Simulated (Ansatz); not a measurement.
Isolated molecules relaxed with PBE0-D4/def2-TZVP in Ansatz; ΔE leaves out vibrations. CCSD(T)/CBS adds triple-zeta CCSD(T) − MP2 to the extrapolated MP2 energy (def2 sets, frozen cores). Functionals use def2-TZVPP. B3LYP here is the variant with VWN-RPA as its local correlation; programs differ in this. For Br, Ge outer-core shells are correlated without core-valence functions, which leaves a few kJ/mol of doubt a bond. Scalar relativity is left out up to krypton. Each species was taken in one conformer, which may not be the lowest.

Consider the redistribution: `[SiH3]C[SiH2]C=S` + `[GeH3][Br]` → `[SiH3]C[SiH2]Br` + `S=[CH][GeH3]`.

`[SiH3]C[SiH2]C=S`:

Cartesian coordinates in Å:
```
Si 1.056 0.959 1.292
C -0.292 -0.308 0.990
Si -1.129 -0.135 -0.660
C -0.070 -0.896 -2.022
S 1.274 -1.744 -1.755
H 1.888 0.583 2.466
H 1.940 1.088 0.103
H 0.436 2.285 1.555
H 0.143 -1.311 1.038
H -1.037 -0.227 1.788
H -1.361 1.292 -1.025
H -2.448 -0.828 -0.713
H -0.400 -0.759 -3.057
```

`[GeH3][Br]`:

Z-matrix (Å, degrees):
```
Ge
Br 1 2.309
H 1 1.532 2 107.2
H 1 1.532 2 107.2 3 -120.0
H 1 1.532 2 107.2 3 120.0
```

`[SiH3]C[SiH2]Br`:

Cartesian coordinates in Å:
```
Si -0.048 1.598 0.437
C -0.422 0.074 -0.594
Si 0.356 -1.485 0.047
Br -0.171 -3.212 -1.261
H 1.419 1.834 0.487
H -0.706 2.795 -0.149
H -0.545 1.410 1.825
H -1.507 -0.068 -0.638
H -0.075 0.244 -1.619
H 1.834 -1.382 0.055
H -0.134 -1.807 1.409
```

`S=[CH][GeH3]`:

Cartesian coordinates in Å:
```
S 1.270 -0.363 -2.015
C 0.760 -0.660 -0.521
Ge -0.552 0.439 0.439
H 1.159 -1.527 0.014
H -1.750 -0.447 0.824
H 0.097 0.966 1.731
H -0.986 1.590 -0.471
```

```json
{"level": "PBE-D4", "ΔE (kcal/mol)": "0.1", "difference from CCSD(T)/CBS": "1.6"}
{"level": "r2SCAN-D4", "ΔE (kcal/mol)": "-0.2", "difference from CCSD(T)/CBS": "1.3"}
{"level": "PBE0-D4", "ΔE (kcal/mol)": "0.2", "difference from CCSD(T)/CBS": "1.7"}
{"level": "B3LYP-D4", "ΔE (kcal/mol)": "0.7", "difference from CCSD(T)/CBS": "2.2"}
{"level": "ωB97X-V", "ΔE (kcal/mol)": "0.0", "difference from CCSD(T)/CBS": "1.5"}
{"level": "ωB97M-V", "ΔE (kcal/mol)": "0.0", "difference from CCSD(T)/CBS": "1.5"}
{"level": "B2PLYP", "ΔE (kcal/mol)": "-0.8", "difference from CCSD(T)/CBS": "0.7"}
{"level": "PBE", "ΔE (kcal/mol)": "-0.7", "difference from CCSD(T)/CBS": "0.8"}
{"level": "r2SCAN", "ΔE (kcal/mol)": "-0.5", "difference from CCSD(T)/CBS": "1.0"}
{"level": "PBE0", "ΔE (kcal/mol)": "-0.5", "difference from CCSD(T)/CBS": "1.0"}
{"level": "B3LYP", "ΔE (kcal/mol)": "-0.5", "difference from CCSD(T)/CBS": "1.0"}
{"level": "HF/def2-TZVPP", "ΔE (kcal/mol)": "0.1", "difference from CCSD(T)/CBS": "1.6"}
{"level": "MP2/def2-TZVPP", "ΔE (kcal/mol)": "-1.4", "difference from CCSD(T)/CBS": "0.1"}
{"level": "SCS-MP2/def2-TZVPP", "ΔE (kcal/mol)": "-1.1", "difference from CCSD(T)/CBS": "0.4"}
{"level": "CCSD/def2-TZVPP", "ΔE (kcal/mol)": "-0.9", "difference from CCSD(T)/CBS": "0.6"}
{"level": "CCSD(T)/def2-TZVPP", "ΔE (kcal/mol)": "-0.8", "difference from CCSD(T)/CBS": "0.7"}
{"level": "HF/def2-QZVPP", "ΔE (kcal/mol)": "0.2", "difference from CCSD(T)/CBS": "1.7"}
{"level": "MP2/def2-QZVPP", "ΔE (kcal/mol)": "-1.7", "difference from CCSD(T)/CBS": "-0.2"}
{"level": "SCS-MP2/def2-QZVPP", "ΔE (kcal/mol)": "-1.4", "difference from CCSD(T)/CBS": "0.1"}
{"level": "HF/CBS(def2)", "ΔE (kcal/mol)": "0.2", "difference from CCSD(T)/CBS": "1.7"}
{"level": "MP2/CBS(def2)", "ΔE (kcal/mol)": "-2.1", "difference from CCSD(T)/CBS": "-0.6"}
{"level": "CCSD/CBS(def2)", "ΔE (kcal/mol)": "-1.5", "difference from CCSD(T)/CBS": "0.0"}
{"level": "CCSD(T)/CBS", "ΔE (kcal/mol)": "-1.5", "difference from CCSD(T)/CBS": "0"}
```

Largest T1 diagnostic among the species: 0.014.

In def2-TZVPP, CCSD(T) changes the Hartree–Fock value by −0.9 kcal/mol (the triples alone add +0.0 kcal/mol) and MP2 by −1.5 kcal/mol. The D4 term adds +1.3 kcal/mol with B3LYP and +0.8 kcal/mol with PBE0; it sums over pairs of atoms, weighted by their polarisabilities, and B3LYP, whose exchange is more repulsive, gets the larger term.
